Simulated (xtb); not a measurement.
Input file for xtb: GFN1-xTB on Be2+, 2S+1 = 2, a spin state set in the input, which need not be the lowest, a point of a bond scan (R = 2.236 Å). Charge +1.

```
$ xtb mol.xyz --gfn 1 --sp --chrg 1 --uhf 1
2

Be     0.00000000     0.00000000     0.00000000
Be     0.00000000     0.00000000     2.23610600
```

Program output:

```
[...]
           -------------------------------------------------
          |                Calculation Setup                |
           -------------------------------------------------



           -------------------------------------------------
          |                 G F N 1 - x T B                 |
           -------------------------------------------------

        Reference                      10.1021/acs.jctc.7b00118
      * Hamiltonian:
        H0-scaling (s, p, d)           1.850000    2.250000    2.000000
        zeta-weighting                 0.000000
      * Dispersion:
        s8                             2.400000
        a1                             0.630000
        a2                             5.000000
        s9                             0.000000
      * Repulsion:
        kExp                           1.500000
        rExp                           1.000000
      * Coulomb:
        alpha                          2.000000
        third order                    atomic
        anisotropic                    false
      * Halogen bond correction:
        rad-scale                      1.300000
        damping                        0.440000


          ...................................................
          :                      SETUP                      :
          :.................................................:
          :  # basis functions                   8          :
          :  # atomic orbitals                   8          :
          :  # shells                            4          :
          :  # electrons                         3          :
          :  # halogen bonds                     0          :
          :  max. iterations                   250          :
          :  Hamiltonian                  GFN1-xTB          :
          :  restarted?                      false          :
          :  GBSA solvation                  false          :
          :  PC potential                    false          :
          :  electronic temp.          300.0000000     K    :
          :  accuracy                    1.0000000          :
          :  -> integral cutoff          0.2500000E+02      :
          :  -> integral neglect         0.1000000E-07      :
          :  -> SCF convergence          0.1000000E-05 Eh   :
          :  -> wf. convergence          0.2000000E-04 e    :
          :  Broyden damping             0.4000000          :
          :  net charge                          1          :
          :  unpaired electrons                  1          :
          ...................................................

 iter      E             dE          RMSdq      gap      omega  full diag
   1     -0.9788022 -0.978802E+00  0.393E+00    0.91       0.0  T
   2     -0.9788025 -0.263303E-06  0.235E+00    0.91       1.0  T
   3     -0.9788026 -0.146738E-06  0.163E-04    0.91     434.9  T
   4     -0.9788026  0.000000E+00  0.921E-10    0.91  100000.0  T

   *** convergence criteria satisfied after 4 iterations ***

         #    Occupation            Energy/Eh            Energy/eV
      -------------------------------------------------------------
         1        2.0000           -0.6447610             -17.5448
         2        1.0000           -0.5419696             -14.7477 (HOMO)
         3                         -0.5083926             -13.8341 (LUMO)
         4                         -0.5083926             -13.8341
         5                         -0.5008208             -13.6280
         6                         -0.4033529             -10.9758
         7                         -0.4033529             -10.9758
         8                          0.1948353               5.3017
      -------------------------------------------------------------
                  HL-Gap            0.0335770 Eh            0.9137 eV
             Fermi-level           -0.5594379 Eh          -15.2231 eV

 SCC (total)                   0 d,  0 h,  0 min,  0.001 sec
 SCC setup                      ...        0 min,  0.000 sec (  6.598%)
 Dispersion                     ...        0 min,  0.000 sec (  3.352%)
 classical contributions        ...        0 min,  0.000 sec (  1.854%)
 integral evaluation            ...        0 min,  0.000 sec ( 14.418%)
 iterations                     ...        0 min,  0.001 sec ( 53.053%)
 molecular gradient             ...        0 min,  0.000 sec ( 11.393%)
 printout                       ...        0 min,  0.000 sec (  8.654%)

         :::::::::::::::::::::::::::::::::::::::::::::::::::::
         ::                     SUMMARY                     ::
         :::::::::::::::::::::::::::::::::::::::::::::::::::::
         :: total energy              -0.977180649611 Eh    ::
         :: gradient norm              0.005180020982 Eh/a0 ::
         :: HOMO-LUMO gap              0.913676967862 eV    ::
         ::.................................................::
         :: SCC energy                -0.978802647921 Eh    ::
         :: -> electrostatic           0.115845402527 Eh    ::
         :: repulsion energy           0.002138847284 Eh    ::
         :: dispersion energy         -0.000516848974 Eh    ::
         :: halogen bond corr.         0.000000000000 Eh    ::
         :: add. restraining           0.000000000000 Eh    ::
         :: total charge               0.999999999180 e     ::
         :::::::::::::::::::::::::::::::::::::::::::::::::::::

           -------------------------------------------------
          |                Property Printout                |
           -------------------------------------------------

    * Orbital Energies and Occupations

         #    Occupation            Energy/Eh            Energy/eV
      -------------------------------------------------------------
         1        2.0000           -0.6447610             -17.5448
         2        1.0000           -0.5419696             -14.7477 (HOMO)
         3                         -0.5083926             -13.8341 (LUMO)
         4                         -0.5083926             -13.8341
         5                         -0.5008208             -13.6280
         6                         -0.4033529             -10.9758
         7                         -0.4033529             -10.9758
         8                          0.1948353               5.3017
      -------------------------------------------------------------
                  HL-Gap            0.0335770 Eh            0.9137 eV
             Fermi-level           -0.5594379 Eh          -15.2231 eV

  Mulliken/CM5 charges         n(s)   n(p)   n(d)
     1Be    0.50000  0.50000   1.223  0.277  0.000
     2Be    0.50000  0.50000   1.223  0.277  0.000

Wiberg/Mayer (AO) data.
largest (>0.10) Wiberg bond orders for each atom

 ---------------------------------------------------------------------------
     #   Z sym  total        # sym  WBO       # sym  WBO       # sym  WBO
 ---------------------------------------------------------------------------
     1   4 Be   1.173 --     2 Be   1.173
     2   4 Be   1.173 --     1 Be   1.173
 ---------------------------------------------------------------------------

Topologies differ in total number of bonds
Writing topology from bond orders to xtbtopo.mol

 dipole moment from electron density (au)
     X       Y       Z
  -0.0000  -0.0000   2.1128  total (Debye):    5.370


           -------------------------------------------------
          | TOTAL ENERGY               -0.977180649611 Eh   |
          | GRADIENT NORM               0.005180020982 Eh/α |
          | HOMO-LUMO GAP               0.913676967862 eV   |
           -------------------------------------------------

------------------------------------------------------------------------
Note: The following floating-point exceptions are signalling: IEEE_DENORMAL
normal termination of xtb
------------------------------------------------------------------------
 total:
 SCF:
```

The run finished.

Cost: very roughly 0.03 core-seconds.
